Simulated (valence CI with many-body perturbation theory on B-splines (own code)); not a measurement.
E1 transitions of La⁷⁺

Level of theory: valence CI with perturbative core correlation (CI+MBPT): four valence electrons over a frozen Dirac-Fock core [Kr] 4d10, a basis of 7 s, 7 p, 7 d, 7 f, 4 g, 2 h functions for each j, with the one-electron correlation potential Σ1 (screened to all orders), the two-electron term Σ2, the three-electron term Σ3, Breit, model QED; selected single and double excitations, second order for the rest, scaled by the run's own slope (own B-spline code, finite nucleus).

No measured levels were compared; by estimate levels hold to about 250 cm⁻¹ or 0.2 % of their energy and the worst to 1 %, as in measured heavy ions of charge 2 to 7; those with d or f electrons hold less well. Among the levels kept, up to 410 cm⁻¹ of a level comes from second order outside the variational space, and about a tenth of that is noise between levels of different J, which matters for small intervals.

Lines 301 to 350 of 584 in falling wavelength, among levels below 401190 cm⁻¹, chosen from the strongest by gf and those to the six lowest levels. Wavelengths and rates use the calculated energies, so an error of 300 cm⁻¹ moves a line at 46.45 nm by 0.14 % and its rate by three times that or more. Electric multipoles are in the length gauge, E1 and E2 with the static RPA response of the core. Weak lines are less certain than strong ones. Lines between different terms over intervals too small for the method are left out, as are lines whose strength nearly cancels. Where a level lies close to another of its J and parity, the split of strength between their lines is uncertain. The highest levels of a list are the least certain.

Names give the largest LS component (configuration and term), which can be under half, so a name can repeat, a term be missing and a line seem to break the LS rules; names also repeat where a configuration has a term twice. Letters in brackets count levels of one name in rising energy.

```
λ vac (nm)                Upper           Lower   A (s⁻¹)  log gf  Branch %
     46.45       5s.5p2.5d 3F_3    5s.5p3 3D°_2  1.51e+09   -0.46      11.4
     46.44      4f.5s2.5d 1F°_3  4f.5s2.5p 1G_4  1.66e+09   -0.42       9.7
     46.44  4f.5s.5p2 3F°_3 [c]  4f.5s2.5p 3G_3  5.33e+08   -0.92       3.3
     46.44      4f.5s.5p2 5G°_2    5s2.5p2 3P_1  1.85e+08   -1.52      12.1
     46.43      4f.5s2.5d 1D°_2  4f.5s2.5p 3D_2  4.70e+09   -0.12      25.9
     46.39      4f.5s2.5d 3G°_4  4f.5s2.5p 3F_4  6.54e+08   -0.72       3.1
     46.37  4f.5s.5p2 1F°_3 [b]  4f.5s2.5p 3G_4  1.40e+09   -0.50      10.9
     46.33      4f.5s2.5d 3F°_4  4f.5s2.5p 3G_5  1.90e+09   -0.26       9.0
     46.31  4f2.5s.5p 5G°_5 [a]  4f.5s2.5p 1G_4  8.75e+08   -0.51      13.6
     46.31  4f.5s.5p2 1G°_4 [b]  4f.5s2.5p 3G_3  3.15e+09   -0.04      22.1
     46.29  4f.5s.5p2 1D°_2 [b]  4f.5s2.5p 3G_3  1.75e+09   -0.55       9.2
     46.28  4f2.5s.5p 5G°_2 [a]  4f.5s2.5p 3D_1  2.26e+09   -0.44      24.4
     46.22  4f.5s.5p2 3F°_4 [e]  4f.5s2.5p 3F_3  1.39e+09   -0.40       7.1
     46.19  4f.5s.5p2 1F°_3 [b]  4f.5s2.5p 3F_2  8.78e+08   -0.71       6.9
     46.09      4f.5s2.5d 1G°_4  4f.5s2.5p 1F_3  5.50e+08   -0.80       2.2
     46.08      4f.5s2.5d 3D°_2  4f.5s2.5p 3D_2  1.55e+09   -0.61       7.8
     45.99  4f.5s.5p2 1F°_3 [b]  4f.5s2.5p 3F_3  3.98e+08   -1.05       3.1
     45.94      4f.5s2.5d 3D°_3  4f.5s2.5p 3D_2  1.50e+09   -0.48      10.3
     45.93  4f2.5s.5p 5G°_5 [b]  4f.5s2.5p 1G_4  2.37e+09   -0.08      83.5
     45.92      4f.5s2.5d 3F°_2  4f.5s2.5p 1F_3  6.70e+08   -0.98       2.7
     45.90  4f.5s2.5d 3G°_5 [a]  4f.5s2.5p 3F_4  3.33e+08   -0.94       1.8
     45.82      4f.5s2.5d 3H°_6  4f.5s2.5p 3G_5  1.62e+10    0.82      99.9
     45.82         5s.5p3 3S°_1    5s2.5p2 3P_0  3.11e+09   -0.53      13.8
     45.78      4f.5s2.5d 3D°_3  4f.5s2.5p 3D_3  3.88e+09   -0.07      26.5
     45.78  4f.5s.5p2 3D°_1 [a]    5s2.5p2 1D_2  2.10e+09   -0.70      20.3
     45.76      4f2.5s.5p 5I°_5  4f.5s2.5p 3F_4  6.23e+09    0.33      70.0
     45.76  4f2.5s.5p 5I°_4 [a]  4f.5s2.5p 1F_3  6.97e+09    0.29      77.7
     45.73  4f.5s2.5d 3G°_5 [b]  4f.5s2.5p 3G_5  1.10e+09   -0.42       7.8
     45.72  4f.5s.5p2 3F°_2 [e]  4f.5s2.5p 3G_3  1.04e+09   -0.79       6.1
     45.71      5s2.5p.5d 1D°_2    5s2.5p2 1D_2  5.81e+09   -0.04      25.1
     45.70      4f2.5s.5p 5H°_6  4f.5s2.5p 3G_5  1.34e+09   -0.26      97.6
     45.65  4f2.5s.5p 5G°_2 [a]  4f.5s2.5p 3D_2  3.22e+09   -0.30      34.7
     45.64      4f.5s2.5d 3F°_4  4f.5s2.5p 3F_4  7.85e+09    0.34      37.3
     45.61  4f.5s.5p2 3D°_1 [b]    5s2.5p2 1S_0  6.83e+09   -0.19      54.7
     45.54      4f.5s2.5d 1H°_5  4f.5s2.5p 1G_4  1.20e+10    0.61      92.8
     45.52      4f.5s2.5d 3F°_3  4f.5s2.5p 1F_3  3.63e+09   -0.10      15.3
     45.50  4f2.5s.5p 5G°_3 [a]  4f.5s2.5p 3D_2  9.03e+08   -0.71       7.5
     45.48         5s.5p3 1P°_1    5s2.5p2 3P_2  1.88e+08   -1.76       1.0
     45.41      5s2.5p.6s 1P°_1  4f.5s2.5p 1D_2  4.64e+09   -0.37      13.2
     45.39  4f.5s.5p2 3F°_4 [e]  4f.5s2.5p 3G_3  4.27e+07   -1.93       0.2
     45.39       5s.5p2.5d 5F_3    5s.5p3 5S°_2  1.72e+09   -0.43      66.1
     45.38       5s.5p2.5d 3P_2    5s.5p3 3D°_2  9.14e+09    0.15      44.8
     45.35  4f2.5s.5p 5G°_3 [a]  4f.5s2.5p 3D_3  9.56e+08   -0.69       8.0
     45.33  4f2.5s.5p 5D°_3 [a]  4f.5s2.5p 1G_4  7.70e+08   -0.78      10.8
     45.30  5s2.5p.5d 3D°_3 [a]    5s2.5p2 1D_2  1.26e+09   -0.57       7.5
     45.24       5s.5p2.5d 3F_4    5s.5p3 3D°_3  1.48e+09   -0.39      63.9
     45.23      4f2.5s.5p 5H°_3  4f.5s2.5p 3D_2  1.13e+09   -0.62      13.2
     45.16  4f.5s.5p2 1F°_3 [b]  4f.5s2.5p 3G_3  6.57e+08   -0.85       5.1
     45.12      4f.5s2.5d 3P°_1  4f.5s2.5p 3D_1  6.47e+09   -0.23      24.1
     45.12      4f.5s.5p2 5D°_3    5s2.5p2 3P_2  1.28e+08   -1.56      49.1
```

(1) How does gf follow from A for the line at 45.50 nm?

Results:

(1) gf = 1.4992 × (2J+1)_upper × A / σ², with σ = 219800 cm⁻¹ and 2J+1 = 7: gf = 0.196.
